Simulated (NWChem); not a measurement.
Species: SeICl; SMILES Cl[Se]I

Program: NWChem. All runs use the structure optimised with PBE0/def2-SVP (def2 core potentials past Kr).

Estimate the computed values for Hartree-Fock/3-21G, non-relativistic. Quantities: highest occupied level (eV); orbital gap (eV); dipole (D).


- highest occupied level (eV): -9.72
- orbital gap (eV): 9.40
- dipole (D): 1.97
